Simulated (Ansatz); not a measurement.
The cluster H6Au4⁻, relaxed as a doublet with UKS PBE-D4/def2-SVPD in Ansatz, starting from the GFN1-xTB geometry. Force threshold 0.02 eV/Å.

In the def2 sets Au takes a core potential; there is no spin–orbit coupling. The structure comes from a short search, and lower isomers may exist.

Start:

```tsv
atom	x (Å)	y (Å)	z (Å)
Au1	1.286	0.527	-0.785
Au2	-1.180	-0.451	-0.356
Au3	-2.859	0.952	1.158
Au4	3.592	-0.789	-0.484
H5	-2.103	0.511	2.430
H6	2.875	0.584	-1.055
H7	-0.287	0.894	-0.642
H8	-2.113	-1.646	-0.157
H9	4.415	-2.000	-0.008
H10	-3.626	1.418	-0.100
```

(1) Estimate the energy that the relaxation releases and the steps that it takes.

(2) Does the start keep its bonding?

(3) Predict the relaxed structure.

Results:

(1) 1.59 eV, in 48 steps; 3.2 min on 4 threads of Arm Neoverse V1 on a shared host. The force fell under the threshold at step 40, but the optimiser went on. No frequencies were taken in this run, so the end may be a saddle point.

(2) Bonds formed: Au2–H5, Au3–H8 (atoms count from 1).

(3) 
Cartesian coordinates in Å:
```
Au 1.582 -0.203 -0.418
Au -1.051 0.259 0.222
Au -3.820 0.563 0.412
Au 4.297 -0.881 -0.763
H -2.282 0.811 1.428
H 2.718 -0.677 -1.603
H 0.544 0.385 0.899
H -2.483 0.019 -0.751
H 5.832 -1.144 -0.331
H -5.337 0.870 0.906
```
Bond lengths (bridged metal pairs left out): 10 × Au–H 1.62 to 1.86 Å.
